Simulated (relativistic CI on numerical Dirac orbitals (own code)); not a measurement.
# Ni3+ in a cubic cluster: 2p photoemission with charge transfer

Computed with a charge-transfer multiplet model of a cubic metal-ligand cluster with up to 3 ligand holes, Slater and spin-orbit integrals from Dirac-Coulomb-Breit ions, Slater integrals scaled by 0.7. The ground state mixes d7 with configurations of k ligand holes L, whose averages lie at kΔ + k(k − 1)U_dd/2; a core hole lowers each added d electron by U_cd. 300 K, Lorentzian 0.6 eV and Gaussian 0.8 eV FWHM.

Atomic integrals in eV (Slater integrals scaled, ζ unscaled), ground: F2dd 9.255, F4dd 5.778, zeta_d 0.089; with the core hole: F2dd 10.444, F4dd 6.555, zeta_d 0.124, zeta_core 11.400, F2cd 6.313, G1cd 4.879, G3cd 2.777.

Cluster parameters (eV): Δ = -1.4, U_dd = 7.7, U_cd = 8.6, 10Dq = 1.75, 10Dq(ligand) = 1.3, final-state hopping factor = 0.8.

```
                              Case   n_d    d7   d8L  d9L2  d10L3     S
 V(eg) = 2.35 eV, V(t2g) = -1.2 eV  7.87  0.25  0.63  0.11   0.00  0.50
V(eg) = 3.25 eV, V(t2g) = -1.66 eV  7.91  0.25  0.59  0.15   0.01  0.50
V(eg) = 3.55 eV, V(t2g) = -1.81 eV  7.93  0.25  0.58  0.16   0.01  0.50
V(eg) = 3.85 eV, V(t2g) = -1.97 eV  7.95  0.24  0.57  0.17   0.01  0.50
V(eg) = 4.15 eV, V(t2g) = -2.12 eV  7.96  0.24  0.57  0.18   0.01  0.50
```

Weights, n_d and S are thermal averages at 300 K. Binding energies count from the first peak over 30 % of the highest in each spectrum, which can be another peak from case to case. The parameters are a model scan and need not match a compound or its usual spin state. Peaks in eV (height, largest 100):
- V(eg) = 2.35 eV, V(t2g) = -1.2 eV: 0.0 (100), 4.3 (9), 6.2 (26), 8.5 (14), 12.2 (6), 17.6 (55), 23.8 (15)
- V(eg) = 3.25 eV, V(t2g) = -1.66 eV: 0.0 (100), 8.2 (24), 15.3 (6), 17.6 (53), 25.8 (14)
- V(eg) = 3.55 eV, V(t2g) = -1.81 eV: 0.0 (100), 8.8 (24), 17.5 (53), 26.4 (13)
- V(eg) = 3.85 eV, V(t2g) = -1.97 eV: 0.0 (100), 9.5 (23), 17.6 (56), 27.0 (13)
- V(eg) = 4.15 eV, V(t2g) = -2.12 eV: 0.0 (100), 10.0 (22), 17.5 (54), 27.5 (12)

For the case V(eg) = 3.25 eV, V(t2g) = -1.66 eV, Δ = -1.4 eV is smaller than U_dd = 7.7 eV, the charge-transfer side of the Zaanen-Sawatzky-Allen scheme (negative Δ: between configuration averages a ligand hole costs less than the nominal valence; multiplet and field energies can change this for the lowest states). With the core hole the average of the configuration with one ligand hole lies at Δ − U_cd = -10.0 eV before mixing: it lies below the unscreened one, so the lowest final states are mostly screened and the unscreened weight appears at higher binding energy as a satellite.
